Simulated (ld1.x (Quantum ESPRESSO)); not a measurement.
iodine: variants of one TM potential

Base potential:

iodine, norm-conserving Troullier–Martins (Kleinman–Bylander form), made with ld1.x (Quantum ESPRESSO) 7.5 (PBE, fully relativistic). Core [Kr] 4d10, reference 5s2 5p5. Waves: 5s (bound): rc 1.75 bohr; 5p (bound): rc 1.75 bohr; 5d channel at 0.4 Ry: rc 1.85 bohr. Local part: all-electron potential smoothed inside 1.50 bohr (lloc = -1). Core correction: a·sin(br)/r model core inside 1.05 bohr.

Open shells are filled in proportion to 2j + 1 (rel_dist='average').

Cutoffs, loose and tight: the cutoffs (Ry, on a coarse ladder) from which the occupation-weighted sum of valence levels, in a spherical-Bessel basis at the reference potential, stays within 10 and 1 mRy of its value at 400 Ry. They do not see the model core or the augmentation charge, which bear on the density cutoff. Test errors are all-electron minus pseudo excitation energies from the reference, over the configurations 5s2 5p4; 5s2 5p3; 5s2 5p2; 5s1 5p6; 5s2 5p4.5; 5s1 5p5; 5s2 5p5.3. A dash means not determined; rows that change the core or the reference have their own tests.

A true bound ghost makes a file unfit for plane-wave use even where its test errors are small: the radial tests pick states by their node count and pass the ghost by.

| change | outcome | cutoff, loose | cutoff, tight | bound ghosts | largest test error (meV) |
| --- | --- | --- | --- | --- | --- |
| base | generated | 35 Ry | 70 Ry | s | +72 |
| wave 5d channel at 0.4 Ry: rc 1.85 bohr becomes 5d channel at 0.4 Ry: rc 1.42 bohr | generated | 35 Ry | 70 Ry | d3/2, d5/2, s | +72 |
| wave 5d channel at 0.4 Ry: rc 1.85 bohr becomes 5d channel at 0.4 Ry: rc 1.58 bohr | generated | 35 Ry | 70 Ry | d3/2, d5/2, s | +72 |
| wave 5d channel at 0.4 Ry: rc 1.85 bohr becomes 5d channel at 0.4 Ry: rc 1.94 bohr | generated | 35 Ry | 70 Ry | s | +72 |
| wave 5d channel at 0.4 Ry: rc 1.85 bohr becomes 5d channel at 0.4 Ry: rc 2.24 bohr | generated | 35 Ry | 70 Ry | s | +72 |
| wave 5d channel at 0.4 Ry: rc 1.85 bohr becomes 5d channel at 0.4 Ry: rc 2.34 bohr | generated | 35 Ry | 70 Ry | s | +72 |
| wave 5d channel at 0.4 Ry: rc 1.85 bohr becomes 5d channel at 0.4 Ry: rc 2.60 bohr | generated | 35 Ry | 70 Ry | s | +72 |
| wave 5d channel at 0.4 Ry: rc 1.85 bohr becomes 5d channel at 0.4 Ry: rc 2.78 bohr | generated | 35 Ry | 70 Ry | s | +72 |

(1) What comes out with this change to the base: wave 5d channel at 0.4 Ry: rc 1.85 bohr becomes 5d channel at 0.4 Ry: rc 1.24 bohr?

(2) What comes out with this change to the base: wave 5d channel at 0.4 Ry: rc 1.85 bohr becomes 5d channel at 0.4 Ry: rc 1.76 bohr?

Results:

(1) outcome: generated; cutoff, loose: 35 Ry; cutoff, tight: 70 Ry; bound ghosts: s, d3/2, d5/2; largest test error (meV): +72.

(2) outcome: generated; cutoff, loose: 35 Ry; cutoff, tight: 70 Ry; bound ghosts: d5/2, s; largest test error (meV): +72.

Reading the sweep of the d radius (base included, trends over the rows without a ghost): Bound ghosts are found at 1.24, 1.42, 1.58, 1.76, 1.85, 1.94, 2.24, 2.34, 2.6, 2.78 bohr. Every judged row has one, so this setting neither creates nor removes them.
